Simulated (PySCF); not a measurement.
# Which determinant of TlS⁺ lies lowest?

Unrestricted PBE0; PySCF, scalar-relativistic core potentials, basis sets Tl cc-pVDZ-PP with ECP60, S cc-pV(D+d)Z. Outer shells of the fragments: Tl+ 5d10 6s2; S 3s2 3p4.

Followed along the bond (rough minima from three points):

| 2Ms+1 | unpaired | ⟨S²⟩ at the start | R at minimum (Å) | Te (eV) |
| --- | --- | --- | --- | --- |
| 3 | π ↑↑ | 2.01 | 3.22 | 0.00 |
| 3 | σ ↑, π ↑ | 2.01 | 3.08 | 0.40 |
| 1 | π ↑↓ | 1.01 | 3.22 | 0.44 |
| 1 | σ ↓, π ↑ | 1.01 | 2.95 | 0.78 |
| 1 | none | 0.00 | none in the scan | ≤ 1.92 |

Solutions found at the starting distance of 2.515 Å, counted from the lowest of them; the search is not exhaustive and high or unbound solutions are not listed, so other states can lie among these:

| 2Ms+1 | unpaired | term | E (eV) | ⟨S²⟩ | ⟨Lz²⟩ | μ (D) |
| --- | --- | --- | --- | --- | --- | --- |
| 3 | σ ↑, π ↑ | ³Π | 0.00 | 2.01 | 1.01 | 0.25 |
| 3 | π ↑↑ | ³Σ⁻ | 0.22 | 2.01 | 0.00 | 2.72 |
| 1 | σ ↓, π ↑ | mixed | 0.30 | 1.01 | 1.01 | 0.15 |
| 1 | π ↑↓ | mixed | 0.66 | 1.01 | 2.02 | 2.71 |
| 1 | none | ¹Σ⁺ | 1.37 | 0.00 | 0.00 | -1.86 |
| 1 | none | mixed | 2.08 | 0.00 | 2.00 | 2.75 |
| 3 | σ ↑↑ | ³Σ⁺ | 5.09 | 2.01 | 0.00 | -3.02 |
| 3 | σ ↑, π ↑↑↓ | mixed | 5.29 | 3.01 | 3.02 | 4.96 |
| 3 | π ↑↑ | mixed | 5.31 | 2.02 | 2.01 | 2.26 |
| 3 | σ ↓, π ↑↑↑ | mixed | 5.42 | 3.01 | 1.00 | 5.23 |
| 3 | π ↑↑ | mixed | 5.46 | 2.02 | 2.01 | 2.28 |
| 1 | σ ↓↓, π ↑↑ | mixed | 6.93 | 2.01 | 0.00 | 5.78 |

A term symbol is given only where ⟨S²⟩ and ⟨Lz²⟩ are close to those of a pure state; real π, δ and φ orbitals otherwise mix terms. A positive dipole points towards S; it is taken about the centre of mass and depends on that origin.

Compare the gap between the two lowest followed solutions at the starting distance with the gap between their minima.

At PBE0 the second solution (triplet, unpaired electrons σ ↑, π ↑) lies -0.22 eV from the first (triplet, unpaired electrons π ↑↑) at 2.515 Å and +0.40 eV at the minima; the two curves relax by different amounts, since their minima lie near 3.08 and 3.22 Å.

Spin–orbit coupling is left out, which matters for elements this heavy, above all for dissociation energies.
